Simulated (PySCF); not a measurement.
A calculated (UHF, PySCF 2.14, cc-pVDZ, the non-relativistic Hamiltonian (point nucleus)) atom or ion has these occupied shells.

```
shell  electrons  orbital energy (eV)  rms radius, mean of both spins (bohr)
 1s α          1              -5484.7                                 0.0776
 1s β          1              -5484.7                                 0.0776
 2s α          1              -651.42                                  0.335
 2s β          1              -649.59                                  0.335
 2p α          3              -546.75                                  0.304
 2p β          3              -544.91                                  0.304
 3s α          1              -91.622                                   1.04
 3s β          1              -84.813                                   1.04
 3p α          3              -61.365                                   1.13
 3p β          3              -52.878                                   1.13
 3d α          4              -15.856                                   1.67
```

Question: Name the element and its charge.

Answer: V+ (vanadium, charge +1), in [Ar] 3d4, high-spin 5D determinant.
